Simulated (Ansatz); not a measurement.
A nudged elastic band was laid between two geometries of F3H3OSi2 + H2 (11 atoms, charge 0, multiplicity 1).

Method: RKS PBE/def2-SVP (Ansatz).

* movable images: 5
* climbing image: yes
* spring: 5.0 eV/Å²
* optimiser: quadratic models (default)
* start path: through a guess of the saddle point
* force threshold: 0.03 eV/Å
* iteration limit: 60
* end points: relaxed

First end point:

```xyz
11
Properties=species:S:1:pos:R:3
Si -0.258 0.532 0.006
O -0.851 0.670 1.510
Si -1.417 -0.154 2.874
H -2.525 -1.085 2.475
H -0.291 -0.933 3.489
H -1.921 0.882 3.830
F 1.106 1.372 -0.146
F -1.307 1.086 -1.081
F 0.061 -1.010 -0.361
H 1.163 -2.692 1.073
H 1.476 -3.138 1.615
```

Last end point:

```xyz
11
Properties=species:S:1:pos:R:3
Si 0.110 -0.417 -0.405
O 0.057 -0.860 2.126
Si -1.281 -0.445 3.098
H -2.435 -1.203 2.522
H -1.029 -0.880 4.517
H -1.547 1.034 3.089
F 1.425 0.322 0.215
F -1.247 0.352 0.057
F 0.212 -0.101 -1.996
H 0.086 -1.886 -0.269
H 0.886 -0.385 2.329
```

Task: Which bonds break or form, and what moves?

Result: Bonds broken: Si1–O2, H10–H11. Bonds formed: Si1–H10, O2–H11. F3H3OSi2 + H2 becomes F3HSi + H4OSi.

Task: Give the energies along the band, and the barrier.

Result: It converged. The highest image is number 4 of 0 to 6, 1.83 eV above the first end and 1.15 eV above the last; the last end lies 0.68 eV above the first. Neighbouring images differ by up to 1.7 eV, so the band resolves the path poorly. A vibrational analysis at the climbing image gives one clearly imaginary mode, 1089i cm⁻¹: a first-order saddle point. The orbitals stay closed-shell, which can raise the energy where a bond breaks towards radicals; this wasn't checked here.

```json
{"image": "0", "path coordinate (Å)": "0.00", "energy (eV)": "0.00", "Si1–O2 (Å)": "1.62", "H10–H11 (Å)": "0.77", "Si1–H10 (Å)": "3.68"}
{"image": "1", "path coordinate (Å)": "1.24", "energy (eV)": "0.01", "Si1–O2 (Å)": "1.62", "H10–H11 (Å)": "0.77", "Si1–H10 (Å)": "3.42"}
{"image": "2", "path coordinate (Å)": "2.48", "energy (eV)": "0.02", "Si1–O2 (Å)": "1.62", "H10–H11 (Å)": "0.77", "Si1–H10 (Å)": "3.23"}
{"image": "3", "path coordinate (Å)": "3.71", "energy (eV)": "0.17", "Si1–O2 (Å)": "1.64", "H10–H11 (Å)": "0.77", "Si1–H10 (Å)": "2.67"}
{"image": "4", "path coordinate (Å)": "4.95", "energy (eV)": "1.83", "Si1–O2 (Å)": "1.82", "H10–H11 (Å)": "1.15", "Si1–H10 (Å)": "1.68"}
{"image": "5", "path coordinate (Å)": "6.60", "energy (eV)": "0.91", "Si1–O2 (Å)": "2.26", "H10–H11 (Å)": "2.16", "Si1–H10 (Å)": "1.49"}
{"image": "6", "path coordinate (Å)": "8.24", "energy (eV)": "0.68", "Si1–O2 (Å)": "2.57", "H10–H11 (Å)": "3.11", "Si1–H10 (Å)": "1.48"}
```

Task: What is the geometry of the highest image?

Result: 
```xyz
11
Properties=species:S:1:pos:R:3:forces:R:3
Si 0.100 -0.278 0.047 -0.01 -0.01 0.01
O -0.153 -0.700 1.796 0.00 -0.01 0.00
Si -1.381 -0.336 2.977 0.00 0.00 0.00
H -2.693 -0.833 2.464 0.00 0.00 0.00
H -0.955 -1.080 4.204 0.00 0.00 0.00
H -1.388 1.141 3.208 0.00 0.00 0.00
F 1.179 0.868 -0.356 0.00 0.00 -0.01
F -1.262 0.656 0.077 0.01 0.00 0.00
F -0.350 -1.319 -1.120 0.01 0.00 0.00
H 1.348 -1.314 0.492 0.00 0.00 0.00
H 0.793 -1.274 1.494 -0.01 0.00 0.00
```

Time of the run: 2.2 min on 4 threads of Arm Neoverse V2 (shared host), peak memory 0.17 GiB.
